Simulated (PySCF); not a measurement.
A PySCF script (with the pyscf-properties extension) for the NMR shieldings of SMILES CO[Si@@H](CC#N)O[SiH2]C, C4H11NO2Si2, on a GFN2-xTB geometry:

```python
import basis_set_exchange as bse
import numpy as np
from pyscf import gto, dft
from pyscf.prop import nmr

atoms = """
C    -2.467359   -2.240758    0.301795
O    -2.243990   -0.927387   -0.125049
Si   -0.843793   -0.274616   -0.600594
C    -1.336082    1.554135   -0.827820
C    -0.169401    2.331168   -1.065886
N     0.793274    2.923757   -1.251279
O     0.289278   -0.439103    0.532163
Si    1.680218   -0.076995    1.323122
C     2.976661    0.559288    0.103125
H    -2.392348   -2.931270   -0.540614
H    -3.471664   -2.290933    0.722693
H    -1.736040   -2.529541    1.058290
H    -0.312519   -0.874538   -1.821925
H    -2.015656    1.666120   -1.671464
H    -1.834426    1.930305    0.066654
H     1.313123    0.917776    2.332331
H     2.033314   -1.367540    1.921569
H     3.918331    0.772176    0.599669
H     3.174234   -0.166466   -0.682221
H     2.639696    1.475102   -0.377595
"""
names = dict.fromkeys(["C", "O", "Si", "N", "H"], "pcSseg-1")
basis = {el: gto.basis.parse(bse.get_basis(n, elements=[el], fmt="nwchem")) for el, n in names.items()}
mol = gto.M(atom=atoms, basis=basis, charge=0, verbose=0)
mf = dft.RKS(mol, xc="PBE0")
mf.grids.level = 2
mf.grids.alignment = dft.numint.BLKSIZE   # the property module wants whole blocks of grid points
mf.conv_tol = 1e-9
mf.kernel()

calc = nmr.RKS(mf)   # GIAO
C = mf.mo_coeff
Co = C[:, mf.mo_occ > 0]
resp = mf.gen_response(singlet=True, hermi=2)
def vind(x):   # induced exchange potential for any number of trial vectors
    d = np.einsum("pi,xij,qj->xpq", C, 2 * x.reshape(-1, C.shape[1], Co.shape[1]), Co, optimize=True)
    return np.einsum("xpq,pi,qj->xij", resp(d - d.transpose(0, 2, 1)), C, Co, optimize=True).ravel()
mo1, _ = nmr.rhf.solve_mo1(calc, with_cphf=vind)
sigma = calc.kernel(mo1)
for i, s in enumerate(sigma):   # ppm
    print("%2d %-2s %9.2f" % (i, mol.atom_pure_symbol(i), np.trace(s) / 3))
```

Task: What does it print?

Result: 
```
 0 C     134.48
 1 O     299.04
 2 Si    388.88
 3 C     182.84
 4 C      63.00
 5 N     -26.60
 6 O     273.27
 7 Si    364.22
 8 C     186.85
 9 H      27.92
10 H      27.75
11 H      27.68
12 H      26.74
13 H      30.22
14 H      29.99
15 H      26.39
16 H      26.43
17 H      31.87
18 H      31.23
19 H      29.76
```

These numbers come from an equivalent density-fitted implementation of the same equations, which agrees with the script to about 0.01 ppm for H and up to a few tenths of a ppm for heavy atoms, so last digits may differ.

Task: Turn these shieldings into chemical shifts. δ = σ(ref) − σ, references computed at the same level: TMS for 13C (σref 186.93) and 29Si (σref 349.16) and 1H (σref 31.72); 17O (σref 336.08) vs H2O; NH3 for 15N (σref 267.73).

Result: Averaging equivalent atoms: C 4: 123.9; C 0: 52.4; C 3: 4.1; C 8: 0.1; O 6: 62.8; O 1: 37.0; Si 7: -15.1; Si 2: -39.7; N 5: 294.3; H 15: 5.32; H 16: 5.28; H 12: 4.98; H 9/10/11: 3.93; H 14: 1.72; H 13: 1.49; H 17/18/19: 0.76 ppm. Experimental scales use liquid or dissolved standards, which lie at an offset from isolated NH3 (liquid NH3: subtract about 20 ppm) and H2O (liquid H2O: subtract about 36 ppm). Unscaled 15N shifts of sp2 nitrogen come out 20 to 40 ppm too high even then.

Size and cost of the density-fitted run: 222 basis functions, 91 s wall time on 1 thread of an Arm Neoverse V1, shared host; peak memory 1.1 GiB.
